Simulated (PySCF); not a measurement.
How methods differ on the ionisation energy of Pd

Pd [Kr] 4d10 (1S) → Pd+ [Kr] 4d9 (2D), as a difference of total energies. All numbers are calculated (PySCF 2.14, scalar relativity by spin-free X2C-1e, in x2c-QZVPPall). Correlated levels: valence: [Kr] frozen; valence and next inner shell: [Ar] 3d10 frozen. The calculations carry no spin-orbit coupling.

| method | ionisation energy (eV) | plus first-order spin-orbit estimate | error of that sum (eV) |
| --- | --- | --- | --- |
| UHF | 6.250 | 6.062 | -2.275 |
| LDA | 9.300 | 9.112 | +0.775 |
| PBE | 8.854 | 8.666 | +0.329 |
| PBE0 | 8.437 | 8.249 | -0.088 |
| r2SCAN | 8.482 | 8.294 | -0.043 |
| MP2 (valence) | 8.719 | 8.531 | +0.194 |
| SCS-MP2 (valence) | 8.469 | 8.281 | -0.056 |
| MP2 (valence and next inner shell) | 8.942 | 8.754 | +0.417 |
| SCS-MP2 (valence and next inner shell) | 8.594 | 8.406 | +0.069 |

Reference: 8.337 eV (measured; NIST Atomic Spectra Database, ionization energies).

A first-order spin-orbit estimate (lowest level to lowest level, LS coupling) adds -0.188 eV.

Errors of the correlated levels include the incompleteness of this basis and the frozen core.
